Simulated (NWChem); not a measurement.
Molecule: ammonia (NH3); SMILES N

```xyz
4

N      0.0000     0.0000     0.1388
H      0.6618     0.6618    -0.2664
H      0.2422    -0.9040    -0.2664
H     -0.9040     0.2422    -0.2664
```
Atoms are numbered in this order, from 1.

The geometry was optimised at PBE0/def2-SVP. Not confirmed as a minimum by frequencies.

### Question
Give the principal values of the shielding tensors (ppm) of N1 from PBE0/6-31G* (spherical d), GIAO (NWChem), with their diamagnetic and paramagnetic parts as GIAO splits them.

### Answer
```json
[
 {"atom": "N1", "σ11": "234.0", "σ22": "272.0", "σ33": "272.0", "isotropic": "259.3", "diamagnetic": "318.1", "paramagnetic": "-58.8"}
]
```
